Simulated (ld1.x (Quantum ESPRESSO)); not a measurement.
## Configuration tests for bromine (Br) (TM)

```json
{
 "Element": "Br",
 "Generator": "ld1.x (Quantum ESPRESSO) 7.5",
 "Type": "norm-conserving Troullier–Martins (Kleinman–Bylander form)",
 "Functional": "PBE",
 "Relativity": "scalar-relativistic",
 "Frozen core": "[Ar] 3d10",
 "Valence charge": "7",
 "Reference configuration": "4s1.75 4p5.25",
 "Partial waves": "4s (bound): rc 1.15 bohr; 4d channel at -0.15 Ry: rc 1.25 bohr; 4p (bound): rc 1.60 bohr",
 "Local potential": "the p channel",
 "Core correction": "none"
}
```

Energies are relative to the spin-unpolarised reference configuration 4s1.75 4p5.25; without spin polarisation the order of configurations can differ from experiment.

```tsv
valence configuration	charge	ΔE all-electron (eV)	error AE − PS (meV)
4s2 4p4	+1	9.479	-2.1
4s2 4p3	+2	32.240	-11
4s2 4p5.3	-0.3	-5.038	+1.1
4s2 4p2	+3	66.222	-31
4s1 4p5	+1	22.483	+5.0
4s1 4p6	0	9.296	+7.7
```

Problem. What are ΔE and the potential's error for 4s2 4p5?

Solution. ΔE = -3.075 eV all-electron; the error (AE − PS) is +0.8 meV.

Levels in the configuration 4s2 4p4:

```csv
level,all-electron (eV),pseudo (eV)
4s,-30.395,-30.403
4p,-17.471,-17.473
```

Note: ghost state, extra bound levels that the all-electron valence spectrum of the same l lacks: d at -34.2 eV. A true bound ghost makes a file unfit for plane-wave use.
